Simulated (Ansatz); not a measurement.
`FC(F)(F)c1cc2sc(-c3cc4sc(-c5cc6sc(-c7cc8sc(-c9cc%10sc(-c%11cc%12sc(C(F)(F)F)cc%12s%11)cc%10s9)cc8s7)cc6s5)cc4s3)cc2s1` with charge -1. Charge -1, multiplicity 2. Geometry r2SCAN-D4/def2-SVP, that of the neutral singlet.

```xyz
68

F     4.843  -17.665    6.530
C     4.746  -17.542    5.193
F     5.932  -17.878    4.661
F     3.846  -18.458    4.790
C     4.365  -16.159    4.786
C     5.033  -15.359    3.884
C     4.373  -14.117    3.732
S     4.653  -12.681    2.802
C     3.213  -11.917    3.471
C     2.858  -10.585    3.061
C     3.502   -9.765    2.141
C     2.855   -8.519    2.011
S     3.130   -7.086    1.072
C     1.713   -6.304    1.772
C     1.361   -4.972    1.368
C     1.931   -4.193    0.365
C     1.309   -2.931    0.269
S     1.522   -1.532   -0.734
C     0.207   -0.691    0.086
C    -0.150    0.642   -0.312
C     0.352    1.396   -1.369
C    -0.249    2.670   -1.432
S    -0.087    4.055   -2.465
C    -1.310    4.935   -1.550
C    -1.668    6.272   -1.929
C    -1.216    7.019   -3.013
C    -1.803    8.302   -3.042
S    -1.685    9.680   -4.086
C    -2.831   10.582   -3.098
C    -3.210   11.928   -3.444
C    -4.217   12.694   -2.867
C    -4.297   13.974   -3.457
S    -5.297   15.369   -3.211
C    -4.455   16.220   -4.483
C    -4.862   17.608   -4.847
F    -4.865   18.427   -3.780
F    -6.103   17.655   -5.367
F    -4.021   18.121   -5.759
C    -3.453   15.480   -5.074
C    -3.366   14.197   -4.485
S    -2.363   12.802   -4.718
C    -3.283    9.835   -2.015
C    -2.703    8.551   -1.991
S    -2.823    7.173   -0.945
C    -1.812    4.178   -0.494
C    -1.210    2.905   -0.433
S    -1.371    1.525    0.603
C    -0.360   -1.470    1.090
C     0.265   -2.730    1.188
S     0.052   -4.127    2.193
C     1.070   -7.125    2.693
C     1.718   -8.370    2.824
S     1.444   -9.801    3.764
C     2.555  -12.744    4.374
C     3.214  -13.986    4.515
S     2.934  -15.416    5.454
H     5.946  -15.671    3.375
H     4.397  -10.070    1.596
H     2.752   -4.541   -0.265
H     1.114    1.023   -2.056
H    -0.499    6.636   -3.741
H    -4.863   12.325   -2.069
H    -2.830   15.862   -5.883
H    -3.987   10.221   -1.277
H    -2.579    4.546    0.189
H    -1.191   -1.129    1.710
H     0.168   -6.824    3.230
H     1.643  -12.451    4.897
```

B3LYP takes the VWN-RPA correlation. Single mean-field runs in def2-TZVP are fitted with def2-universal-jkfit.

Task: Estimate the α-spin orbital energies around the gap (eV) in Ansatz with PBE-D4/def2-TZVP, B3LYP-D4/def2-TZVP, PBE0-D4/def2-TZVP.

Result: 
```tsv
orbital	PBE-D4/def2-TZVP	B3LYP-D4/def2-TZVP	PBE0-D4/def2-TZVP
HOMO−5	-3.90	-4.68	-4.92
HOMO−4	-3.77	-4.53	-4.75
HOMO−3	-3.56	-4.23	-4.46
HOMO−2	-3.06	-3.64	-3.84
HOMO−1	-2.56	-3.02	-3.19
HOMO	-1.25	-1.33	-1.40
LUMO	-1.00	-0.77	-0.73
LUMO+1	-0.58	-0.20	-0.12
LUMO+2	-0.17	0.31	0.42
LUMO+3	0.17	0.74	0.87
LUMO+4	0.26	1.01	1.16
LUMO+5	0.40	1.03	1.19
β HOMO	-2.50	-2.93	-3.09
β LUMO	-1.15	-0.72	-0.62
```
